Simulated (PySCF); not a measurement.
Species: C7H12 (charge +1 and doublet state).
Structure used (GFN2-xTB), in Å, numbered top down from 1:
```
atom  x, y, z in Å
C1    -2.1770    2.0661    0.6310
C2    -1.5451    0.9565    0.5875
C3    -0.8680   -0.2024    0.5979
C4    -1.5696   -1.5001    0.6207
C5     0.6120   -0.1770    0.5382
C6     1.0402   -0.1400   -0.9611
C7     2.5445    0.0045   -1.0568
H8    -2.2252    2.6883    1.5178
H9    -2.7248    2.4718   -0.2120
H10   -1.3358   -2.0184    1.5552
H11   -1.1946   -2.1475   -0.1752
H12   -2.6466   -1.3944    0.5281
H13    1.0147    0.7173    1.0157
H14    1.0340   -1.0657    1.0057
H15    0.5496    0.6917   -1.4688
H16    0.7111   -1.0710   -1.4266
H17    3.0557   -0.8023   -0.5383
H18    2.8883    0.9556   -0.6562
H19    2.8268   -0.0237   -2.1103
```

The hyperfine couplings belong to this conformer and change with its torsions.

As a line formula: `[CH2+]/[C]=C(/C)CCC` [radical] (charge +1).

Computed, not measured: UKS B3LYP, pcH-1 on C H, non-relativistic, mean-field spin-orbit, GIAO (PySCF). One conformer (not necessarily the lowest) at the GFN2-xTB geometry, without solvent, vibrations or thermal averaging. A GFN2-xTB geometry isn't a minimum of the functional, and hyperfine couplings can be far from their values at a DFT geometry, by a factor of two or more for some ions and for spin on atoms past the first row. The SCF solution wasn't tested for stability.

Question: Break the g tensor into its mass correction, gauge correction and orbital-Zeeman/spin–orbit terms.

Answer: 
| Δg (ppm) | 1 | 2 | 3 |
| --- | --- | --- | --- |
| relativistic mass correction | -146 | -146 | -146 |
| gauge correction | 7 | -9 | 45 |
| orbital Zeeman/spin–orbit | 20 | 552 | 1008 |
| total | -120 | 397 | 907 |

So g = 2.00220, 2.00272, 2.00323 and g_iso = 2.00271; the tensor is rhombic: the two nearest values differ by 50 % of g3 − g1. Axes: g3 points within 10° of the C2–C3 bond.

Question: What effective moment and Curie constant follow for a powder?

Answer: With the mean of g² = 4.0109 and S(S+1) = 0.75: μ_eff = √(⟨g²⟩S(S+1)) = 1.734 μB and χT = 0.12505·⟨g²⟩·S(S+1) = 0.376 cm³ K/mol (cgs; spin-Hamiltonian part alone).

Question: At 9.419 GHz, how far is the centre of the isotropic spectrum from where a free electron (g = 2.002319) resonates?

Answer: B = hν/(g μB) with μB/h = 13.99624 MHz/mT gives 336.09 mT for the free electron and 336.03 mT at g_iso, 0.07 mT lower.

Question: In a frozen sample, at which fields do the three g values resonate at 9.5, 34, 94 and 263 GHz (hyperfine left aside), and which band first spreads them over more than twice a line width of 0.3 mT?

Answer: 
| band | GHz | B(g3) mT | B(g2) mT | B(g1) mT | spread mT |
| --- | --- | --- | --- | --- | --- |
| X | 9.5 | 338.83 | 338.92 | 339.00 | 0.17 |
| Q | 34.0 | 1212.66 | 1212.96 | 1213.28 | 0.62 |
| W | 94.0 | 3352.64 | 3353.49 | 3354.35 | 1.72 |
| J | 263.0 | 9380.25 | 9382.63 | 9385.05 | 4.81 |

The spread grows in proportion to the frequency. Q band is the first where it exceeds 0.6 mT.

The Mulliken spin populations are largest on C2 (+0.44), C3 (+0.28) and C6 (+0.07).

The HOMO–LUMO gaps are 6.06 eV among the α and 3.20 eV among the β orbitals.
